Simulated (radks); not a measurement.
The numbers below are computed, except where a source is named.
Question: The mean radii <r> (bohr) of the occupied orbitals of an atom or ion are listed with their occupations. Code: a radial shooting solver on a logarithmic mesh with Libxc functionals. Model: Dirac Kohn-Sham, PBE, spin-unpolarised, spherical densities, finite nucleus; Fermi nuclear charge, rms radius of each element as measured or else 0.836 A^(1/3) + 0.57 fm.

| orbital | occ. | <r> |
|---|---|---|
| 1s1/2 | 2 | 0.1579 |
| 2s1/2 | 2 | 0.8639 |
| 2p1/2 | 2 | 0.8821 |
| 2p3/2 | 3 | 0.8842 |

Name the element and its charge. Open shells, if any, fill j = l - 1/2 first.

Answer: Z = 10, neon, charge +1: Ne+ in [He] 2s2 2p5. The 1s radius gives Z: for a bare nucleus <r> = (2 gamma + 1)/(2Z) with gamma = sqrt(1 - (Z/c)^2), 0.1497 bohr for Z = 10, and screening makes it slightly larger (0.1579 here). The occupations add up to 9, and the charge is Z minus that.
